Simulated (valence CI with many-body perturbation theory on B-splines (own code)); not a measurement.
Results of a calculation; reference values are marked as such.
## Sn XI: configurations and terms from energies and g

Method: relativistic CI+MBPT: four valence electrons over a frozen Dirac-Fock core [Kr], a basis of 9 s, 9 p, 10 d, 8 f, 5 g, 3 h, 1 i functions for each j, with the one-electron correlation potential Σ1 (screened to all orders), the two-electron term Σ2, the three-electron term Σ3, Breit, model QED; selected single and double excitations, second order for the rest, scaled by the run's own slope (own B-spline code, finite nucleus).

No measured spectrum was set against this ion. As an estimate, terms of the open shell hold to 2 to 4 % of their energy, and close levels can change places. Core correlation moves these levels by up to 5800 cm⁻¹, and in measured spectra 5 to 20 % of such shifts remained as error; rates that hang on mixing are uncertain with them. The list stops below the first excitations out of the core. Only levels of the ground parity were solved; by the run's estimate the other parity begins above the list, which can be wrong where configurations are misplaced.

```tsv
No.	J	Parity	E (eV)	g
2	1	even	0.3751	1.499
3	2	even	0.8129	1.490
4	3	even	1.240	1.483
5	4	even	1.638	1.468
8	5	even	4.178	1.064
10	1	even	4.388	1.425
11	2	even	4.484	0.738
12	6	even	4.535	1.139
17	5	even	5.921	1.168
20	6	even	6.413	1.026
21	1	even	6.538	0.583
```

Energies count from the lowest level. Strongly mixed levels and levels close to another of their J and parity, and those with J = 0 are left out, so the numbers can have gaps.

Task: Give configuration and LS term of each level.

Result: 2: 4d4 5D; 3: 4d4 5D; 4: 4d4 5D; 5: 4d4 5D; 8: 4d4 3H; 10: 4d4 3P; 11: 4d4 3F; 12: 4d4 3H; 17: 4d4 3G; 20: 4d4 1I; 21: 4d4 3D.
